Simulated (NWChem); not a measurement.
System: BIF$_{2}$; SMILES IB(F)F

Input file for NWChem:

```
start job
memory heap 200 mb stack 900 mb global 1100 mb
geometry units angstroms noautoz
  B      0.000000     0.000000     1.313693
  F      0.000000    -1.128651     1.976923
  F      0.000000     1.128651     1.976923
  I      0.000000     0.000000    -0.809351
end
basis spherical
  B library 3-21g
  F library 3-21g
  I library 3-21g
end
dft
  xc hfexch
  iterations 150
  mulliken
end
task dft energy
```

Output (shortened):

```
             Northwest Computational Chemistry Package (NWChem) 7.3.0
             --------------------------------------------------------

 C2V symmetry detected

                             Geometry "geometry" -> ""
                             -------------------------

 Output coordinates in angstroms (scale by  1.889725989 to convert to a.u.)

  No.       Tag          Charge          X              Y              Z
 ---- ---------------- ---------- -------------- -------------- --------------
    1 B                    5.0000     0.00000000     0.00000000     1.32346305
    2 F                    9.0000     0.00000000    -1.12865100     1.98669305
    3 F                    9.0000     0.00000000     1.12865100     1.98669305
    4 I                   53.0000     0.00000000     0.00000000    -0.79958095

 Effective nuclear repulsion energy (a.u.)     289.3538093082

      Symmetry information
      --------------------

 Group name             C2v
 Group number             16
 Group order               4
 No. of unique centers     3

  xc_inp: hfexch multiplicative factor not found.

                                 NWChem DFT Module
                                 -----------------

 Summary of "ao basis" -> "ao basis" (spherical)
 ------------------------------------------------------------------------------
       Tag                 Description            Shells   Functions and Types
 ---------------- ------------------------------  ------  ---------------------
 B                           3-21g                   5        9   3s2p
 F                           3-21g                   5        9   3s2p
 I                           3-21g                  13       31   6s5p2d

      Symmetry analysis of basis
      --------------------------

        a1         27
        a2          4
        b1         11
        b2         16

            General Information
            -------------------
          SCF calculation type: DFT
          Wavefunction type:  closed shell.
          No. of atoms     :     4
          No. of electrons :    76
           Alpha electrons :    38
            Beta electrons :    38
          Charge           :     0
          Spin multiplicity:     1
          Use of symmetry is: on ; symmetry adaption is: on
          Maximum number of iterations: 150
          AO basis - number of functions:    58
                     number of shells:    28
          Convergence on energy requested:  1.00D-06
          Convergence on density requested:  1.00D-05
          Convergence on gradient requested:  5.00D-04

              XC Information
              --------------
                     Hartree-Fock (Exact) Exchange  1.000

      Superposition of Atomic Density Guess
      -------------------------------------

 Sum of atomic energies:       -7109.42264049

      Non-variational initial energy
      ------------------------------

 Total energy =   -7110.300082
 1-e energy   =  -10363.206847
 2-e energy   =    2963.552956
 HOMO         =      -0.345466
 LUMO         =       0.107996

      Symmetry analysis of molecular orbitals - initial
      -------------------------------------------------

  Numbering of irreducible representations:

     1 a1          2 a2          3 b1          4 b2

  Orbital symmetries:

     1 a1          2 a1          3 a1          4 b2          5 b1
     6 a1          7 a1          8 b2          9 b1         10 a1
    11 b2         12 a1         13 b2         14 b1         15 a1
    16 a2         17 a1         18 a1         19 a1         20 b2
    21 b1         22 a1         23 b2         24 b1         25 a1
    26 a2         27 a1         28 b2         29 a1         30 a1
    31 b2         32 b1         33 a1         34 a2         35 b2
    36 a1         37 b1         38 b2         39 a1         40 b1
    41 a1         42 b2         43 a1         44 b1         45 b2
    46 a1         47 b1         48 a1

     ---------------------------------------------
      Total Density - Mulliken Population Analysis
     ---------------------------------------------

    Atom       Charge   Shell Charges
 -----------   ------   -------------------------------------------------------
    1 B    5     3.85   1.99  0.36  0.68  0.43  0.39
    2 F    9     9.49   1.98  0.45  2.58  1.49  2.97
    3 F    9     9.49   1.98  0.45  2.58  1.49  2.97
    4 I   53    53.17   2.00  2.00  6.00  2.00  6.00  2.00  5.97  0.96  2.71  0.96  2.59 10.00 10.00

   convergence    iter        energy       DeltaE   RMS-Dens  Diis-err
 ---------------- ----- ----------------- --------- --------- ---------
 d= 0,ls=0.0,diis     1  -7109.7342724044 -7.40D+03  1.31D-02  4.87D-01
 d= 0,ls=0.0,diis     2  -7109.7928640002 -5.86D-02  2.69D-03  1.36D-01
 d= 0,ls=0.0,diis     3  -7109.8032748203 -1.04D-02  7.78D-04  1.74D-03
 d= 0,ls=0.0,diis     4  -7109.8035582977 -2.83D-04  3.48D-04  9.50D-05
 d= 0,ls=0.0,diis     5  -7109.8035824825 -2.42D-05  6.22D-05  3.80D-06
  Resetting Diis
 d= 0,ls=0.0,diis     6  -7109.8035837648 -1.28D-06  2.74D-05  3.00D-07
 d= 0,ls=0.0,diis     7  -7109.8035839143 -1.50D-07  4.02D-06  1.40D-08

         Total DFT energy =    -7109.803583914349
      One electron energy =   -10363.194439515753
           Coulomb energy =     3161.938879368900
    Exchange-Corr. energy =     -197.901833075697
 Nuclear repulsion energy =      289.353809308202

 Numeric. integr. density =        0.000000000000

                  Occupations of the irreducible representations
                  ----------------------------------------------

                     irrep           alpha         beta
                     --------     --------     --------
                     a1               18.0         18.0
                     a2                3.0          3.0
                     b1                7.0          7.0
                     b2               10.0         10.0

                       DFT Final Molecular Orbital Analysis
                       ------------------------------------

 Vector   36  Occ=2.000000D+00  E=-4.902018D-01  Symmetry=a1
              MO Center=  6.2D-16,  6.4D-13, -2.7D-01, r^2= 2.9D+00
   Bfn.  Coefficient  Atom+Function         Bfn.  Coefficient  Atom+Function
  ----- ------------  ---------------      ----- ------------  ---------------
    44      0.513937  4 I  pz                40     -0.399808  4 I  pz
    45     -0.319374  4 I  s                  6      0.300887  1 B  s
     5     -0.255592  1 B  pz                48      0.242396  4 I  pz
    18      0.198596  2 F  pz                27      0.198596  3 F  pz
    36      0.178708  4 I  pz                14      0.155508  2 F  pz

 Vector   37  Occ=2.000000D+00  E=-3.995751D-01  Symmetry=b1
              MO Center=  2.1D-18,  3.2D-16, -7.0D-01, r^2= 2.2D+00
   Bfn.  Coefficient  Atom+Function         Bfn.  Coefficient  Atom+Function
  ----- ------------  ---------------      ----- ------------  ---------------
    42      0.580121  4 I  px                46      0.543165  4 I  px
    38     -0.474596  4 I  px                34      0.211945  4 I  px
    16     -0.074882  2 F  px                25     -0.074882  3 F  px
     3      0.062871  1 B  px                30     -0.057668  4 I  px
     7      0.055872  1 B  px                12     -0.054952  2 F  px

 Vector   38  Occ=2.000000D+00  E=-3.929744D-01  Symmetry=b2
              MO Center= -3.1D-14, -1.5D-15, -7.5D-01, r^2= 2.1D+00
   Bfn.  Coefficient  Atom+Function         Bfn.  Coefficient  Atom+Function
  ----- ------------  ---------------      ----- ------------  ---------------
    43      0.601771  4 I  py                47      0.539951  4 I  py
    39     -0.486344  4 I  py                35      0.216932  4 I  py
    18     -0.065193  2 F  pz                27      0.065193  3 F  pz
    31     -0.059010  4 I  py                14     -0.050348  2 F  pz
    23      0.050348  3 F  pz                15      0.049652  2 F  s

 Vector   39  Occ=0.000000D+00  E= 1.288819D-01  Symmetry=b1
              MO Center=  2.4D-18,  1.7D-16,  1.3D+00, r^2= 2.3D+00
   Bfn.  Coefficient  Atom+Function         Bfn.  Coefficient  Atom+Function
  ----- ------------  ---------------      ----- ------------  ---------------
     7      0.773832  1 B  px                 3      0.445418  1 B  px
    16     -0.292135  2 F  px                25     -0.292135  3 F  px
    46     -0.279852  4 I  px                12     -0.185759  2 F  px
    21     -0.185759  3 F  px                42     -0.162298  4 I  px
    38      0.128698  4 I  px                34     -0.056724  4 I  px

 Vector   40  Occ=0.000000D+00  E= 1.555073D-01  Symmetry=a1
              MO Center=  5.3D-16, -4.9D-14, -2.1D-01, r^2= 3.5D+00
   Bfn.  Coefficient  Atom+Function         Bfn.  Coefficient  Atom+Function
  ----- ------------  ---------------      ----- ------------  ---------------
     6      1.652667  1 B  s                 48     -1.313340  4 I  pz
    45     -0.948961  4 I  s                  9     -0.662898  1 B  pz
     5     -0.333560  1 B  pz                40      0.233379  4 I  pz
    15     -0.228208  2 F  s                 24     -0.228208  3 F  s
    37      0.202066  4 I  s                 44     -0.180703  4 I  pz

 Vector   41  Occ=0.000000D+00  E= 3.347197D-01  Symmetry=a1
              MO Center= -7.4D-17,  3.4D-13,  1.9D+00, r^2= 3.4D+00
   Bfn.  Coefficient  Atom+Function         Bfn.  Coefficient  Atom+Function
  ----- ------------  ---------------      ----- ------------  ---------------
     9      1.347957  1 B  pz                45      1.039981  4 I  s
    48      0.934724  4 I  pz                15     -0.578906  2 F  s
    24     -0.578906  3 F  s                  6      0.363440  1 B  s
    41     -0.329832  4 I  s                 44     -0.324001  4 I  pz
    17     -0.267676  2 F  py                26      0.267676  3 F  py

     ---------------------------------------------
      Total Density - Mulliken Population Analysis
     ---------------------------------------------

    Atom       Charge   Shell Charges
 -----------   ------   -------------------------------------------------------
    1 B    5     4.34   1.99  0.40  1.07  0.39  0.49
    2 F    9     9.36   1.99  0.45  2.47  1.53  2.93
    3 F    9     9.36   1.99  0.45  2.47  1.53  2.93
    4 I   53    52.94   2.00  2.00  6.00  2.00  6.00  2.00  5.96  0.95  2.71  1.00  2.33 10.00 10.00

     -------------------------------------------
      Total Density - Lowdin Population Analysis
     -------------------------------------------

    Atom       Charge   Shell Charges
 -----------   ------   -------------------------------------------------------
    1 B    5     4.86   1.97  0.42  1.10  0.44  0.92
    2 F    9     9.12   1.98  0.61  2.47  1.15  2.93
    3 F    9     9.12   1.98  0.61  2.47  1.15  2.93
    4 I   53    52.89   2.00  2.00  6.00  1.98  5.98  1.99  5.75  0.95  2.69  0.89  2.68 10.00 10.00

     Multipole analysis of the density
     ---------------------------------

     L   x y z        total         alpha         beta         nuclear
     -   - - -        -----         -----         ----         -------
     0   0 0 0     -0.000000    -38.000000    -38.000000     76.000000

     1   1 0 0     -0.000000     -0.000000     -0.000000      0.000000
     1   0 1 0      0.000000      0.000000      0.000000      0.000000
     1   0 0 1     -0.056261     -0.028131     -0.028131      0.000000

     2   2 0 0    -31.523439    -15.761719    -15.761719      0.000000
     2   1 1 0      0.000000      0.000000      0.000000      0.000000
     2   1 0 1      0.000000      0.000000      0.000000      0.000000
     2   0 2 0    -35.267902    -58.575052    -58.575052     81.882203
     2   0 1 1      0.000000      0.000000      0.000000      0.000000
     2   0 0 2    -34.217799   -220.101288   -220.101288    405.984778
```

Level: Hartree-Fock/3-21G, non-relativistic. Structure relaxed at the PBE0/def2-SVP (def2 core potentials past Kr) level.
